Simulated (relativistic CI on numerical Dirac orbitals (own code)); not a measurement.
**Spin-allowed bands of a d7 ion in a tetrahedral site, by hand**

Problem. Take Δ = 3400 cm⁻¹ and B = 400 cm⁻¹ for a d7 ion in a tetrahedral site. Calculate the three spin-allowed bands.

Working.
1. The terms of highest spin are 4F (energy 0) and 4P (15B = 6000 cm⁻¹). Here the F term splits into A2 at −1.2Δ = -4080, T2 at −0.2Δ = -680 and T1 at +0.6Δ = 2040 cm⁻¹.
2. The two T1 states mix through the element 0.4Δ: H = [[2040, 1360], [1360, 6000]], with roots ½(H₁₁ + H₂₂) ∓ ½√[(H₂₂ − H₁₁)² + 4H₁₂²] = ½(8040) ∓ ½(4804) = 1618 and 6422 cm⁻¹.
3. The ground term is 4A2 at -4080 cm⁻¹.
4. Bands: 4T2 3400 cm⁻¹ (2941 nm), 4T1(F) 5698 cm⁻¹ (1755 nm), 4T1(P) 10502 cm⁻¹ (952 nm).

Check. Exact diagonalisation of the whole d7 shell with these parameters gives 4T2 3400, 4T1 5698, 4T1 10502 cm⁻¹. The match is exact, since without spin-orbit coupling no other term has this spin. The ratio of the second band to the first, 1.676, depends on Δ/B = 8.5 alone, which is how a Tanabe-Sugano diagram is read.
